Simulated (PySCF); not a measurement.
C6H4N2, SMILES N#Cc1cccnc1.

Coordinates come from a PBE-D3(BJ)/def2-SVP optimisation.

Vertical ionisation energy (IE) and electron affinity (EA) in eV. Rows of orbital energies are one-electron estimates. Where ΔSCF, EOM or ADC give a negative EA the extra electron is unbound and the value depends on the basis.

```csv
level,IE,EA
"−ε(HOMO), −ε(LUMO), PBE0/def2-TZVP (PySCF)",8.13,2.10
"−ε(HOMO), −ε(LUMO), PBE/def2-TZVP (PySCF)",6.61,2.96
```
